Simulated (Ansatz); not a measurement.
`C=[CH][GeH3]` + H₂S → `[SH][GeH3]` + ethylene at 600 K and 1 bar (ligand exchange at a Ge–C bond).

Calculated with Ansatz (gas phase, PBE0-D4/def2-TZVP geometries, no zero-point term in ΔE). CBS: MP2 limit from def2 TZ/QZ plus the TZ coupled-cluster correction, frozen cores. This one scheme is used for every species. For Ge outer-core shells are correlated without core-valence functions, which leaves a few kJ/mol of doubt a bond. Scalar relativity is left out up to krypton.

```tsv
species	CCSD(T)/CBS energy (Eh)	H − E (kJ/mol)	S (J/(mol·K))
`C=[CH][GeH3]`	-2155.78858	218.7	371.2
H₂S	-398.97279	60.8	230.9
`[SH][GeH3]`	-2476.30083	123.6	342.5
`C=C`	-78.48111	161.6	257.2
```

H − E and S are ideal-gas, rigid-rotor, harmonic terms from PBE0-D4/def2-TZVP. 1 Eh = 2625.50 kJ/mol, R = 8.31446 J/(mol·K).

Question: By hand: ΔE, ΔH, ΔS and ΔG.

Answer: ΔE = (-2476.30083) + (-78.48111) − (-2155.78858) − (-398.97279) = -0.02057 Eh = -54.0 kJ/mol. Δ(H − E) = 123.6 + 161.6 − 218.7 − 60.8 = 5.7, so ΔH = -48.3 kJ/mol. ΔS = 342.5 + 257.2 − 371.2 − 230.9 = -2.4 J/(mol·K). ΔG = -48.3 − 600 × (-2.4)/1000 = -46.9 kJ/mol.

Question: By hand: the equilibrium constant, and the temperature at which ΔG would vanish if ΔH and ΔS stayed fixed.

Answer: log₁₀ K = −ΔG/(RT ln 10) = 4.1. ΔG = 0 at ΔH/ΔS = 20125 K, far beyond where these terms or the molecules hold.

The number of gas molecules stays the same, so ΔS is small and ΔH decides. A doubt of 5 kJ/mol in ΔE shifts log₁₀ K by 0.4 here. These are equilibria of isolated gas molecules and say nothing of rates. Largest T1 diagnostic: 0.012 (customary marks: 0.02 for closed shells, 0.045 for open ones).
